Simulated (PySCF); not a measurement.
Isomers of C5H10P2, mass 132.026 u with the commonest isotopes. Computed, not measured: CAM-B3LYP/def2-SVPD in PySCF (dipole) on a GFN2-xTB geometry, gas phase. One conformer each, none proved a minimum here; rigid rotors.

Question: Order these by rotational constant A, largest first.
A. `[PH2:1][PH:2][C:3]1=[CH:4][CH2:5][CH2:6][CH2:7]1` with H–P1–P2–C3 178° and 86°, P1–P2–C3–C4 -117°, C3–C4–C5–C6 -12°, C4–C5–C6–C7 19°, C5–C6–C7–C3 -19°, P2–C3–C7–C6 -168°
B. `[CH:1]#[C:2][CH2:3][P:4]([CH3:5])[CH2:6][PH2:7]` with C2–C3–P4–C5 66°, C3–P4–C6–P7 -57°, P4–C6–P7–H -89° and 179°
C. `[CH2:1]=[CH:2]/[CH:3]=[P:4]/[P:5]([CH3:6])[CH3:7]` with C1–C2–C3–P4 -177°, C3–P4–P5–C6 -93°
D. `[CH2:1]=[CH:2][CH2:3][P:4]([PH2:5])[CH:6]=[CH2:7]` with C1–C2–C3–P4 -106°, C2–C3–P4–P5 71°, C3–P4–P5–H -173° and -81°, C3–P4–C6–C7 -123°

Answer: C (4347 MHz), A (3585 MHz), B (3135 MHz), D (2751 MHz).

Question: Order these by out-of-plane moment Σ m c² = (Ia + Ib − Ic)/2, largest first.
A. `[CH3:1][C:2]1=[CH:3][CH2:4][P:5]([PH2:6])[CH2:7]1` with C4–P5–P6–H 88° and 180°, C2–C3–C4–P5 14°, C3–C4–P5–P6 78°, C4–P5–C7–C2 19°, C1–C2–C7–P5 166°
B. `[PH2:1][PH:2][C:3]1=[CH:4][CH2:5][CH2:6][CH2:7]1` with H–P1–P2–C3 178° and 86°, P1–P2–C3–C4 -117°, C3–C4–C5–C6 -12°, C4–C5–C6–C7 19°, C5–C6–C7–C3 -19°, P2–C3–C7–C6 -168°
C. `[CH2:1]=[CH:2]/[CH:3]=[P:4]/[P:5]([CH3:6])[CH3:7]` with C1–C2–C3–P4 -177°, C3–P4–P5–C6 -93°
D. `[CH2:1]=[CH:2][CH2:3][P:4]([PH2:5])[CH:6]=[CH2:7]` with C1–C2–C3–P4 -106°, C2–C3–P4–P5 71°, C3–P4–P5–H -173° and -81°, C3–P4–C6–C7 -123°
E. `[CH:1]#[C:2][CH2:3][P:4]([CH3:5])[CH2:6][PH2:7]` with C2–C3–P4–C5 66°, C3–P4–C6–P7 -57°, P4–C6–P7–H -89° and 179°

Answer: A (71.42 u·Å²), E (64.48 u·Å²), B (44.27 u·Å²), D (39.09 u·Å²), C (33.44 u·Å²).

Question: Order these by rotational constant C, largest first.
A. `[CH3:1][C:2]1=[CH:3][CH2:4][P:5]([PH2:6])[CH2:7]1` with C4–P5–P6–H 88° and 180°, C2–C3–C4–P5 14°, C3–C4–P5–P6 78°, C4–P5–C7–C2 19°, C1–C2–C7–P5 166°
B. `[CH2:1]=[CH:2][CH2:3][P:4]([PH2:5])[CH:6]=[CH2:7]` with C1–C2–C3–P4 -106°, C2–C3–P4–P5 71°, C3–P4–P5–H -173° and -81°, C3–P4–C6–C7 -123°
C. `[PH2:1][PH:2][C:3]1=[CH:4][CH2:5][CH2:6][CH2:7]1` with H–P1–P2–C3 178° and 86°, P1–P2–C3–C4 -117°, C3–C4–C5–C6 -12°, C4–C5–C6–C7 19°, C5–C6–C7–C3 -19°, P2–C3–C7–C6 -168°
D. `[CH:1]#[C:2][CH2:3][P:4]([CH3:5])[CH2:6][PH2:7]` with C2–C3–P4–C5 66°, C3–P4–C6–P7 -57°, P4–C6–P7–H -89° and 179°
E. `[CH2:1]=[CH:2]/[CH:3]=[P:4]/[P:5]([CH3:6])[CH3:7]` with C1–C2–C3–P4 -177°, C3–P4–P5–C6 -93°

Answer: A (1199 MHz), B (970.8 MHz), C (926.2 MHz), D (903.1 MHz), E (751.6 MHz).

```tsv
SMILES	point group	Ia (u·Å²)	Ib (u·Å²)	Ic (u·Å²)	κ	μa (D)	μb (D)	μc (D)
C#CCP(C)CP	C1	161.20	527.37	559.62	-0.95	1.32	0.21	0.11
C=CCP(P)C=C	C1	183.73	415.01	520.56	-0.72	0.07	0.52	0.34
PPC1=CCCC1	C1	140.95	493.27	545.68	-0.93	1.05	0.20	0.05
C=C/C=P/P(C)C	C1	116.26	623.03	672.41	-0.97	0.18	0.68	0.41
CC1=CCP(P)C1	C1	180.93	383.29	421.39	-0.85	1.10	0.03	0.07
```
